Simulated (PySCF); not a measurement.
# `O=c1c(Br)c1C=S`, C$_{4}$HBrOS

Molfile (atoms numbered from 1):
```
C4HBrOS
     RDKit          3D

  8  8  0  0  0  0  0  0  0  0999 V2000
    1.5418    2.1017   -0.4015 O   0  0  0  0  0  0  0  0  0  0  0  0
    1.0651    1.0297   -0.1894 C   0  0  0  0  0  0  0  0  0  0  0  0
    1.1640   -0.3770    0.1113 C   0  0  0  0  0  0  0  0  0  0  0  0
    2.0501   -1.9461    0.4560 Br  0  0  0  0  0  0  0  0  0  0  0  0
   -0.0746    0.1494   -0.0357 C   0  0  0  0  0  0  0  0  0  0  0  0
   -1.4923   -0.1156   -0.0212 C   0  0  0  0  0  0  0  0  0  0  0  0
   -2.1149   -1.5778    0.3016 S   0  0  0  0  0  0  0  0  0  0  0  0
   -2.1362    0.7486   -0.2414 H   0  0  0  0  0  0  0  0  0  0  0  0
  1  2  2  0
  2  3  1  0
  3  4  1  0
  3  5  2  0
  5  6  1  0
  6  7  2  0
  5  2  1  0
  6  8  1  0
M  END
```

Method used: PySCF, quadratic response CAM-B3LYP/def2-TZVPD first hyperpolarisability, Taylor convention, gas phase. Geometry: PBE0-D3(BJ)/def2-SVP.

The calculation is non-relativistic, which matters for the atoms heavier than Zn.

(1) Give the tensor of the static β(0;0,0) in the axes of these coordinates.

Answers

(1) In au, Taylor convention; rows are the first index (the induced dipole):
```
       xx      yy     zz      xy     xz     yz
x  +770.4    -3.8  +21.2  +209.5  -28.6   +9.2
y  +209.5  +176.8  +60.4    -3.8   +9.2  -11.6
z   -28.6   -11.6  -37.2    +9.2  +21.2  +60.4
```
Norm of βᵢ = ⅓ Σⱼ (βᵢⱼⱼ + βⱼᵢⱼ + βⱼⱼᵢ): 908.8 au, hyper-Rayleigh value 369.6 au.
